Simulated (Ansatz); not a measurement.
Reaction (formal hydrolysis of the Si–Si bond): `O[Si](F)(F)[SiH3]` + H₂O → `O[Si](O)(F)F` + SiH₄

Isolated molecules relaxed with PBE0-D4/def2-TZVP in Ansatz; ΔE leaves out vibrations. CBS: MP2 limit from def2 TZ/QZ plus the TZ coupled-cluster correction, frozen cores. This one scheme is used for every species. DFT in def2-TZVPP. Each species was taken in one conformer, which may not be the lowest.

Task: Is it downhill or uphill in electronic energy at CCSD(T)/CBS, and by how much? (Estimate.)

Result: Ansatz gave: Downhill: ΔE = -121.9 kJ/mol.

Task: What do these levels give: PBE0-D4, ωB97M-V, PBE, r2SCAN0, CCSD(T)/def2-TZVPP, HF/CBS(def2)? (Estimate.)

Result: Computed: PBE0-D4 -109.3, ωB97M-V -127.3, PBE -101.6, r2SCAN0 -129.1, CCSD(T)/def2-TZVPP -127.1, HF/CBS(def2) -152.8 kJ/mol.

Largest T1 diagnostic among the species: 0.013.

In def2-TZVPP, CCSD(T) changes the Hartree–Fock value by +24.7 kJ/mol (the triples alone add +3.5 kJ/mol) and MP2 by +20.1 kJ/mol. Leaving LDA and LC-ωPBE aside and taking each functional with its dispersion term where it has one, the values, not all of them listed here, spread over 32.4 kJ/mol, from BHLYP-D4 to PBE-D4. LDA lies −8.2 kJ/mol from PBE without D4. At CCSD(T), def2-SVP lies −4.2 kJ/mol from the extrapolated value and def2-TZVPP −5.1 kJ/mol.
